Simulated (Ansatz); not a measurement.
One change: `C[O][Ti]([Cl])([O]C)[O]C` becomes `C[O][Ti]([OH])([O]C)[O]C`.

Ansatz, PBE0-D4/def2-TZVP geometries, multiplicity 1. Each molecule was computed in one conformer, which needn't be the lowest.

Scalar relativity is left out up to krypton.

| property | `C[O][Ti]([Cl])([O]C)[O]C` |
| --- | --- |
| size of the dipole moment (PBE/def2-TZVPP) / D | 4.03 |
| LUMO energy (B3LYP/def2-TZVPP) / eV | -1.52 |
| size of the dipole moment (B3LYP/def2-TZVPP) / D | 4.01 |
| HOMO energy (ωB97M-V/def2-TZVPP) / eV | -10.37 |
| HOMO–LUMO gap (B3LYP/def2-TZVPP) / eV | 6.30 |
| HOMO energy (PBE/def2-TZVPP) / eV | -6.64 |

(1) What does the change do to each property? (Estimate.)

Answers

(1) Ansatz gave: 
```
                                        property  `C[O][Ti]([OH])([O]C)[O]C`  shift
  size of the dipole moment (PBE/def2-TZVPP) / D                        0.88  -3.15
             LUMO energy (B3LYP/def2-TZVPP) / eV                       -1.04   0.48
size of the dipole moment (B3LYP/def2-TZVPP) / D                        0.91  -3.10
           HOMO energy (ωB97M-V/def2-TZVPP) / eV                      -10.06   0.31
           HOMO–LUMO gap (B3LYP/def2-TZVPP) / eV                        6.44   0.14
               HOMO energy (PBE/def2-TZVPP) / eV                       -6.17   0.47
```

With PBE0 the HOMO rises by 0.40 eV and the LUMO rises by 0.51 eV, so the gap widens by about 0.11 eV. PBE moves the HOMO by 0.47 eV and ωB97M-V by 0.31 eV. Dipoles are sizes alone; their direction can turn.

B3LYP here is the variant with VWN-RPA as its local correlation; programs differ in this.
